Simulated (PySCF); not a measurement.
# Correlation energy of Gd⁴⁰⁺ (gadolinium, charge +40)

[Ar] 3d6, high-spin 5D determinant. Computed with PySCF 2.14 in an even-tempered Gaussian basis (16 s from 7.7 bohr⁻², ratio 2.5; 11 p from 10 bohr⁻², ratio 2.5; 8 d from 10 bohr⁻², ratio 2.5; 4 f from 39 bohr⁻², ratio 2.7; 3 g from 59 bohr⁻², ratio 2.7), with no relativity, point nucleus. Frozen: [Ne]; 14 electrons correlated; the 31 highest virtual orbitals of each spin left out.

MP2 pair energies summed by pair of shells (mhartree):

```json
{"pair": "3p-3d", "energy": "-230.49", "share (%)": "42.9"}
{"pair": "3d-3d", "energy": "-125.40", "share (%)": "23.3"}
{"pair": "3p-3p", "energy": "-99.94", "share (%)": "18.6"}
{"pair": "3s-3p", "energy": "-39.97", "share (%)": "7.4"}
{"pair": "3s-3d", "energy": "-36.38", "share (%)": "6.8"}
{"pair": "3s-3s", "energy": "-5.29", "share (%)": "1.0"}
```

Total MP2 correlation energy: -537.46 mhartree.

At this charge a non-relativistic calculation is a model, useful for the Z dependence of the correlation energy.

Spin-orbit coupling is strong in this species, so the high-spin LS determinant is a model state.
